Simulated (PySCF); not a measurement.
# Reading the logs of faulty runs: AlBGeH6N cation

All numbers below are calculated, not measured. The program is PySCF 2.14.0, an open-source quantum chemistry code, run on an isolated molecule that a program drew, which may never have been made. The molecule is AlBGeH6N cation (charge +1, singlet), drawn as the SMILES string `N[BH][GeH+][AlH2]`.

Each row is a Hartree-Fock (HF) and frozen-core CCSD(T) single point in the cc-pV(D+d)Z basis, meant for a local HF minimum. Run 1 is clean. Each other run has one planted mistake out of seven kinds, and not every kind appears here: one electron removed, one electron added, multiplicity raised by two, geometry at a saddle point, minimal basis STO-3G, one bond length entered in bohr, all coordinates scaled. The reference is restricted for singlets and unrestricted otherwise, and also for a bond in bohr. Adding or removing an electron swaps singlet and doublet. Electrons count all cores. HOMO and LUMO are orbital energies over both spins, the gradient is its largest component, and the lowest frequency (negative if imaginary) is given only where the gradient is small. Bond lengths are over the 9 bonds as drawn. T1 is the CCSD diagnostic: over 0.02 (restricted) or 0.045 (unrestricted) a single reference is doubtful. Germanium has the cc-pVDZ-PP basis, with a core potential (ECP10MDF) in place of its 10 inner electrons, and its 3s, 3p and 3d shells are frozen in CCSD(T).

Geometry of the clean run:
```xyz
10
AlBGeH6N cation, angstrom
N    -1.3116    1.2502   -0.3608
B    -0.6230    0.2175   -0.9353
Ge   -1.4665   -1.2035   -2.2403
Al   -2.5499   -3.5267   -1.8797
H    -0.8505    1.9015    0.2470
H    -2.2782    1.4651   -0.4971
H     0.5392    0.0201   -0.7360
H    -1.2571   -0.8058   -3.7093
H    -1.5020   -4.6767   -1.7884
H    -4.1049   -3.4538   -1.7948
```

| run | electrons | basis functions | <S^2> | HOMO (eV) | LUMO (eV) | gradient (hartree/bohr) | lowest frequency (cm^-1) | mean bond (Å) | longest bond (Å) | T1 | HF (hartree) | CCSD(T) (hartree) | mistake |
|---|---|---|---|---|---|---|---|---|---|---|---|---|---|
| 1 | 62 | 104 | 0.000 | -14.71 | -4.97 | 6.6e-06 | 56 | 1.5460 | 2.589 | 0.0160 | -617.71191 | -618.16611 | no fault |
| 2 | 62 | 104 | 0.000 | -14.41 | -4.91 | 4.1e-02 | - | 1.6217 | 2.715 | 0.0177 | -617.69380 | -618.15535 | all coordinates scaled |
| 3 | 62 | 104 | 0.737 | -14.67 | -5.14 | 2.0e-02 | - | 1.6452 | 2.589 | 0.0620 | -617.56088 | -618.01870 | one bond length entered in bohr |
| 4 | 61 | 104 | 0.791 | -20.98 | -12.80 | 5.8e-02 | - | 1.5460 | 2.589 | 0.0263 | -617.20618 | -617.64489 | one electron removed |
| 5 | 62 | 104 | 2.029 | -12.62 | -6.80 | 3.9e-02 | - | 1.5460 | 2.589 | 0.0192 | -617.63679 | -618.08623 | ? |

**Which mistake was planted in run 5, and what did it cost?**

Electrons, basis and geometry are unchanged, and <S^2> is 2.029, beside S(S+1) = 2.00 for a multiplicity of 3. So the mistake is: multiplicity raised by two. Subtracting run 1 and multiplying by 627.51 kcal/mol a hartree, the energy moved by 47.1 kcal/mol in HF and 50.1 kcal/mol in CCSD(T).

Cautions from the logs. Run 3: T1 is over the limit, so its CCSD(T) energy is less reliable.
